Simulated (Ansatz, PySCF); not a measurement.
Si(OH) (HOSi), SMILES O[Si] (connectivity only; charge and spin as stated), neutral, multiplicity 2. Atoms are numbered in the order given.

```xyz
3

Si    -0.0147     0.6626     0.0000
O      0.1069    -0.9838     0.0000
H     -0.6965    -1.5127     0.0000
```
Charge 0, spin multiplicity 2.

The structure is a stationary point at PBE0-D3(BJ)/def2-TZVPD.

Two levels are set side by side: PBE-D3(BJ)/def2-TZVPD (Ansatz, an electronic-structure program) and PBE0-D3(BJ)/def2-TZVPD (Ansatz). Each level has its own optimised geometry; the coordinates shown are those of the second. Frequencies come from the Hessian of PySCF at each geometry. Differences are taken from unrounded values.

```json
[
 {"quantity": "mean bond length (Å)", "PBE0-D3(BJ)": "1.306"},
 {"quantity": "bond Si1–O2 (Å)", "PBE0-D3(BJ)": "1.651"},
 {"quantity": "bond O2–H3 (Å)", "PBE0-D3(BJ)": "0.962"},
 {"quantity": "highest harmonic wavenumber (cm⁻¹)", "PBE0-D3(BJ)": "3851"},
 {"quantity": "mean harmonic wavenumber (cm⁻¹)", "PBE0-D3(BJ)": "1830"},
 {"quantity": "zero-point energy (kcal/mol)", "PBE0-D3(BJ)": "7.85"}
]
```

### Question
What does PBE-D3(BJ) give, and how far is it from PBE0-D3(BJ)? (Estimate from the structure and the level; the computed values follow.)

### Answer

```json
[
 {"quantity": "mean bond length (Å)", "PBE-D3(BJ)": "1.323", "PBE-D3(BJ) minus PBE0-D3(BJ)": "0.017"},
 {"quantity": "bond Si1–O2 (Å)", "PBE-D3(BJ)": "1.672", "PBE-D3(BJ) minus PBE0-D3(BJ)": "0.021"},
 {"quantity": "bond O2–H3 (Å)", "PBE-D3(BJ)": "0.974", "PBE-D3(BJ) minus PBE0-D3(BJ)": "0.012"},
 {"quantity": "highest harmonic wavenumber (cm⁻¹)", "PBE-D3(BJ)": "3677", "PBE-D3(BJ) minus PBE0-D3(BJ)": "-175"},
 {"quantity": "mean harmonic wavenumber (cm⁻¹)", "PBE-D3(BJ)": "1748", "PBE-D3(BJ) minus PBE0-D3(BJ)": "-82"},
 {"quantity": "zero-point energy (kcal/mol)", "PBE-D3(BJ)": "7.50", "PBE-D3(BJ) minus PBE0-D3(BJ)": "-0.35"}
]
```

Exact exchange shortens and stiffens bonds; PBE has none. Differences between two approximate levels are no errors against the true value.
